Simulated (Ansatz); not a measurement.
Reaction (substitution at a C–Ga bond): `C#[C][GaH][CH3]` + `C=C=N` → `C#CN=C=C` + `[CH3][GaH2]`

Computed with Ansatz on PBE0-D4/def2-TZVP structures; ΔE is electronic, products minus reactants. CBS: MP2 limit from def2 TZ/QZ plus the TZ coupled-cluster correction, frozen cores. This one scheme is used for every species. Functionals use def2-TZVPP. HSE06 is defined as in plane-wave codes. For Ga outer-core shells are correlated without core-valence functions, which leaves a few kJ/mol of doubt a bond. Scalar relativity is left out up to krypton. One conformer a species, not always the lowest.

```csv
level,ΔE (kcal/mol),difference from CCSD(T)/CBS
PBE-D4,20.4,-8.0
B97M-V,21.7,-6.7
PBE0-D4,22.3,-6.1
r2SCAN0-D4,24.1,-4.3
HSE06-D4,22.3,-6.1
r2SCANh,23.5,-4.9
LC-ωPBE,24.2,-4.2
CCSD(T)/def2-SVP,23.8,-4.6
HF/def2-TZVPP,27.9,-0.5
CCSD/CBS(def2),28.8,0.4
CCSD(T)/CBS,28.4,0
```

Largest T1 diagnostic among the species: 0.015.

At CCSD(T), def2-SVP lies −4.6 kcal/mol from the extrapolated value and def2-TZVPP +0.0 kcal/mol. From r2SCAN to r2SCAN0 (25 % exact exchange), in def2-TZVPP and without D4, ΔE moves by +1.0 kcal/mol. Leaving LDA and LC-ωPBE aside and taking each functional with its dispersion term where it has one, the values, not all of them listed here, spread over 5.7 kcal/mol, from PBE-D4 to ωB97M-V. LDA lies −3.5 kcal/mol from PBE without D4.
